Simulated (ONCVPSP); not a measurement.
# Before and after: ONCV potential for selenium

- Element: selenium
- Generator: ONCVPSP 4.0.1
- Type: optimised norm-conserving Vanderbilt (ONCV)
- Functional: LDA (Perdew-Wang 92)
- Relativity: scalar-relativistic
- Frozen core: [Ar]
- Valence charge: 16
- Reference configuration: 3d10 4s2 4p4
- Partial waves: 4s: rc 1.25 bohr, ncon 5, nbas 9, qcut 5.3 1/bohr, 2 projectors, debl 2.8 Ha; 4p: rc 1.75 bohr, ncon 3, nbas 8, qcut 5.1 1/bohr, 1 projector; 3d: rc 1.20 bohr, ncon 3, nbas 8, qcut 15.9 1/bohr, 2 projectors, debl 1.4 Ha
- Local potential: polynomial inside 0.80 bohr (lpopt 5, dvloc0 0 Ha)
- Core correction: Teter function, fcfact 4, rcfact 1.55

In the d channel the program set the typed energies aside and used -1.962, 0.250 Ha.

Change: local potential polynomial inside 1.05 bohr (lpopt 5, dvloc0 0 Ha).

Cutoffs: the cutoffs (Ha) at which the residual kinetic energy of the hardest occupied pseudo-wave falls to 1 and 0.1 mHa per electron; they do not see the model core or the augmentation charge, which bear on the density cutoff. Errors are all-electron minus pseudo energies relative to the spin-unpolarised reference configuration.

Question: Predict the effect on cutoff, ghosts and configuration errors.

Answer: The potential gets neither clearly harder nor softer (130 Ha and 151 Ha → 130 Ha and 151 Ha); both files keep a bound ghost (s); the lowest positive-energy flag moves from p at 6.6 eV to s at 133.5 eV; the number of tests with a reliable result goes from 3 to 4; of the 3 tests that both files solve, the error grows in 0 and shrinks in 3 by more than 15 % and 0.3 meV (median size 56.9 → 14.7 meV); the range in which the p phases agree widens (upper end 0.1 → 1.3).

| quantity | base | changed |
| --- | --- | --- |
| cutoff, loose | 130 Ha | 130 Ha |
| cutoff, tight | 151 Ha | 151 Ha |
| bound ghosts | s | s |
| GHOST(+) flags under 300 eV | p at 6.6 eV | s at 133.5 eV |
| tests with a reliable result | 3 of 4 | 4 of 4 |
| error for 3d10 4s2 4p3, meV [ΔE 11.00 eV] | +11 | +2.8 |
| error for 3d10 4s2 4p2, meV [ΔE 31.56 eV] | +57 | +15 |
| error for 3d10 4s2 4p1, meV [ΔE 62.71 eV] | +127 | +31 |
| s: phases at 1.27 bohr within 0.05 rad from the reference energy up to (Ha; the scan ends near 5) | to the end of the scan | 4.6 |
| p: phases at 1.77 bohr within 0.05 rad from the reference energy up to (Ha; the scan ends near 5) | 0.1 | 1.3 |
| d: phases at 1.22 bohr within 0.05 rad from the reference energy up to (Ha; the scan ends near 5) | to the end of the scan | to the end of the scan |
| rms error of d²Exc/dni dnj with the model core, mHa | 1.79 | 1.79 |

 A true bound ghost makes a file unfit for plane-wave use even where its test errors are small: the radial tests pick states by their node count and pass the ghost by.
